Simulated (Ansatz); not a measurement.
Reaction (formal exchange of groups at a C–C bond): `CC(C)O[SiH3]` + BH₃ → `BC(C)O[SiH3]` + CH₄

Isolated molecules relaxed with PBE0-D4/def2-TZVP in Ansatz; ΔE leaves out vibrations. CCSD(T)/CBS adds triple-zeta CCSD(T) − MP2 to the extrapolated MP2 energy (def2 sets, frozen cores). This one scheme is used for every species. DFT in def2-TZVPP. B3LYP here is the variant with VWN-RPA as its local correlation; programs differ in this. One conformer a species, not always the lowest.

| level | ΔE (kcal/mol) | difference from CCSD(T)/CBS |
| --- | --- | --- |
| PBE-D4 | -9.5 | -2.7 |
| BLYP-D4 | -8.9 | -2.1 |
| r2SCAN-D4 | -8.8 | -2.0 |
| B97M-V | -8.7 | -1.9 |
| B3LYP-D4 | -8.2 | -1.4 |
| r2SCANh-D4 | -8.5 | -1.7 |
| r2SCANh | -8.6 | -1.8 |
| BHLYP | -7.3 | -0.5 |
| CAM-B3LYP | -7.9 | -1.1 |
| RPA@PBE/def2-TZVPP | -5.2 | 1.6 |
| HF/def2-SVP | -5.2 | 1.6 |
| MP2/def2-TZVPP | -6.4 | 0.4 |
| CCSD/def2-TZVPP | -6.3 | 0.5 |
| CCSD(T)/def2-TZVPP | -6.5 | 0.3 |
| HF/CBS(def2) | -5.1 | 1.7 |
| MP2/CBS(def2) | -6.7 | 0.1 |
| CCSD(T)/CBS | -6.8 | 0 |

Largest T1 diagnostic among the species: 0.011.

Leaving LDA and LC-ωPBE aside and taking each functional with its dispersion term where it has one, the values, not all of them listed here, spread over 2.4 kcal/mol, from PBE-D4 to ωB97X-V. From PBE to PBE0 (25 % exact exchange), in def2-TZVPP and without D4, ΔE moves by +1.1 kcal/mol. In def2-TZVPP, CCSD(T) changes the Hartree–Fock value by −1.3 kcal/mol (the triples alone add −0.2 kcal/mol) and MP2 by −1.2 kcal/mol.
